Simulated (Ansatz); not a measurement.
Frontier orbitals of AlBH5NS, SMILES `B[S][AlH][NH2]`.

Total charge 0; spin multiplicity 1. The geometry is a stationary point of PBE0-D4/def2-TZVP. It is one conformer, not always the lowest. Basis def2-TZVPP, Ansatz 0.2.0.

```csv
functional,HOMO (eV),LUMO (eV)
r2SCAN0,-7.91,-1.37
```

Question: Give HOMO and LUMO (eV) with LDA (SPW92), PBE, revPBE, BLYP, r2SCAN, B97M-V, PBE0, B3LYP, r2SCANh, HSE06 (plane-wave form), BHLYP, CAM-B3LYP, LC-ωPBE, ωB97X-V, ωB97M-V, HF. (Best estimate.)

Answer: Ansatz gave: 
| functional | HOMO | LUMO |
| --- | --- | --- |
| LDA (SPW92) | -6.56 | -2.72 |
| PBE | -6.37 | -2.47 |
| revPBE | -6.30 | -2.36 |
| BLYP | -6.22 | -2.28 |
| r2SCAN | -6.65 | -2.16 |
| B97M-V | -6.70 | -2.22 |
| PBE0 | -7.70 | -1.55 |
| B3LYP | -7.45 | -1.72 |
| r2SCANh | -7.15 | -1.84 |
| HSE06 (plane-wave form) | -7.30 | -1.93 |
| BHLYP | -8.89 | -0.54 |
| CAM-B3LYP | -9.10 | -0.46 |
| LC-ωPBE | -10.54 | 0.64 |
| ωB97X-V | -10.14 | 0.57 |
| ωB97M-V | -10.03 | 0.35 |
| HF | -10.64 | 1.75 |

B3LYP here is the variant with VWN-RPA as its local correlation; programs differ in this. LC-ωPBE has ω = 0.4 bohr⁻¹. Positive LUMOs are unbound and depend on the basis.
